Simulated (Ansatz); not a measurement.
Relaxation of CH7FN2OSi (13 atoms, charge 0, multiplicity 1), to a largest force component of 0.015 eV/Å in at most 40 steps.

All numbers below come from RKS LDA/def2-SVP (Ansatz).

```xyz
13
Properties=species:S:1:pos:R:3:forces:R:3
N 0.214 -0.889 1.351 -3.13 3.86 2.24
Si 0.102 -0.072 -0.151 0.72 -0.71 1.27
N 1.731 0.120 -0.323 3.74 1.51 1.12
O -0.179 -1.289 -1.180 -3.91 -0.88 -2.77
C -0.921 1.439 -0.270 -0.75 0.25 1.32
F -2.241 1.113 -0.165 -1.14 -0.60 -0.17
H -0.755 -0.940 1.702 0.04 -0.48 0.75
H 0.519 -1.779 1.163 1.10 -3.41 -0.62
H 2.138 0.172 0.680 -0.68 0.19 -1.82
H 2.129 -0.744 -0.679 0.32 -0.30 -0.68
H -1.182 -1.323 -1.468 2.52 -0.14 0.52
H -0.772 1.979 -1.186 0.46 0.62 -1.36
H -0.763 2.178 0.541 0.70 0.10 0.20
```

Task: Where does it end, and by what steps?

Result: The run converged. After 20 steps the energy has fallen by 1.607 eV; F6 moved furthest, 0.86 Å.

```tsv
step	energy less start (eV)	largest force component (eV/Å)	accepted
0	0.0000	3.912	yes
1	-1.1293	1.496	yes
2	-1.3980	0.580	yes
3	-1.4525	0.348	yes
4	-1.5175	0.783	yes
5	-1.5426	0.408	yes
6	-1.5645	0.290	yes
7	-1.5814	0.131	yes
8	-1.5850	0.131	yes
9	-1.5402	1.441	no
10	-1.5963	0.209	yes
11	-1.6010	0.162	yes
12	-1.6032	0.102	yes
13	-1.6004	0.212	no
14	-1.6050	0.044	yes
15	-1.6058	0.035	yes
16	-1.6066	0.041	yes
17	-1.6071	0.034	yes
18	-1.6074	0.026	yes
19	-1.6074	0.025	yes
20	-1.6075	0.008	yes
```

```xyz
13
Properties=species:S:1:pos:R:3
N 0.017 -0.802 1.569
Si 0.175 -0.298 -0.063
N 1.846 -0.152 -0.356
O -0.427 -1.222 -1.310
C -0.942 1.233 -0.242
F -2.069 0.850 -0.969
H -0.874 -0.669 2.057
H 0.493 -1.651 1.889
H 2.525 0.071 0.372
H 2.247 -0.289 -1.286
H -1.281 -0.817 -1.581
H -0.417 2.046 -0.798
H -1.272 1.665 0.733
```

Whether the end is a true minimum wasn't checked by a vibrational analysis.

The run took 29 s on 2 threads of Intel(R) Xeon(R) Platinum 8488C (Sapphire Rapids), on a shared host, peak memory 0.19 GiB.
